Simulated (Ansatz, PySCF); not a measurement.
1,3-disilylpropan-2-ylsilane (C₃H₁₄Si₃), SMILES [SiH3]CC([SiH3])C[SiH3]. Atoms are numbered in the order given.

```xyz
20

Si    -1.1001     2.0679     1.2627
C     -0.7776     0.7639    -0.0772
C      0.4099    -0.2004     0.1322
Si     2.0888     0.6920     0.2642
C      0.4893    -1.2809    -0.9735
Si    -1.0077    -2.4405    -1.1146
H     -0.0912     3.1655     1.2238
H     -1.0618     1.4353     2.6149
H     -2.4516     2.6624     1.0442
H     -0.6737     1.2888    -1.0446
H     -1.7167     0.1868    -0.1619
H      0.2715    -0.7125     1.1033
H      2.1480     1.5788     1.4627
H      3.1791    -0.3222     0.3679
H      2.3146     1.5210    -0.9581
H      1.3674    -1.9308    -0.8095
H      0.6493    -0.8072    -1.9596
H     -2.2051    -1.7616    -1.6909
H     -0.6612    -3.5933    -1.9978
H     -1.3705    -2.9597     0.2388
```
Charge 0, spin multiplicity 1.

The structure is a stationary point at B3LYP-D3(BJ)/def2-SVP. The values are those of a single conformer.

Two levels are set side by side: PBE-D3(BJ)/def2-SVP (Ansatz, an electronic-structure program) and B3LYP-D3(BJ)/def2-SVP (Ansatz). Each level has its own optimised geometry; the coordinates shown are those of the second. Frequencies come from the Hessian of PySCF at each geometry. Differences are taken from unrounded values.

| quantity | B3LYP-D3(BJ) | PBE-D3(BJ) | PBE-D3(BJ) minus B3LYP-D3(BJ) |
|---|---|---|---|
| mean bond length (Å) | 1.461 | 1.471 | 0.010 |
| bond Si1–C2 (Å) | 1.897 | 1.904 | 0.007 |
| bond C2–C3 (Å) | 1.544 | 1.544 | 0.000 |
| bond C3–Si4 (Å) | 1.906 | 1.914 | 0.008 |
| bond C3–C5 (Å) | 1.548 | 1.548 | 0.000 |
| bond C5–Si6 (Å) | 1.899 | 1.906 | 0.008 |
| bond Si1–H7 (Å) | 1.491 | 1.505 | 0.013 |
| bond Si1–H8 (Å) | 1.493 | 1.506 | 0.013 |
| bond Si1–H9 (Å) | 1.493 | 1.505 | 0.013 |
| bond C2–H10 (Å) | 1.106 | 1.114 | 0.008 |
| bond C2–H11 (Å) | 1.106 | 1.114 | 0.009 |
| bond C3–H12 (Å) | 1.107 | 1.115 | 0.008 |
| bond Si4–H13 (Å) | 1.492 | 1.506 | 0.014 |
| bond Si4–H14 (Å) | 1.493 | 1.506 | 0.013 |
| bond Si4–H15 (Å) | 1.494 | 1.507 | 0.013 |
| bond C5–H16 (Å) | 1.105 | 1.112 | 0.008 |
| bond C5–H17 (Å) | 1.106 | 1.114 | 0.008 |
| highest harmonic wavenumber (cm⁻¹) | 3065 | 3013 | -52 |
| mean harmonic wavenumber (cm⁻¹) | 1202 | 1166 | -37 |
| zero-point energy (kcal/mol) | 92.80 | 89.98 | -2.83 |

GGA bonds tend to be longer and softer than those of functionals with exact exchange. Differences between two approximate levels are no errors against the true value.
